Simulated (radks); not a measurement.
Q: The mean radii <r> (bohr) of the occupied orbitals of an atom or ion are listed with their occupations. Calculated with a radial shooting solver on a logarithmic mesh with Libxc functionals: Dirac Kohn-Sham, BLYP, spin-unpolarised, spherical densities, finite nucleus; Fermi nuclear charge, rms radius of each element as measured or else 0.836 A^(1/3) + 0.57 fm.

orbital  occ.      <r>
1s1/2       2  0.01659
2s1/2       2  0.06926
2p1/2       2  0.05692
2p3/2       4  0.06560
3s1/2       2   0.1801
3p1/2       2   0.1704
3p3/2       4   0.1863
3d3/2       4   0.1621
3d5/2       6   0.1669
4s1/2       2   0.3981
4p1/2       2   0.3998
4p3/2       4   0.4334
4d3/2       4   0.4394
4d5/2       6   0.4502
5s1/2       2   0.8688
4f5/2       6   0.4672
4f7/2       7   0.4732
5p1/2       2   0.9189
5p3/2       4   0.9921
5d3/2       4    1.146

Name the element and its charge.

A: Z = 80, mercury, charge +9: Hg9+ in [Xe] 4f(5/2: 6, 7/2: 7) 5d(3/2: 4, 5/2: 0). The 1s radius gives Z: for a bare nucleus <r> = (2 gamma + 1)/(2Z) with gamma = sqrt(1 - (Z/c)^2), 0.0164 bohr for Z = 80, and screening makes it slightly larger (0.01659 here). The occupations add up to 71, and the charge is Z minus that.
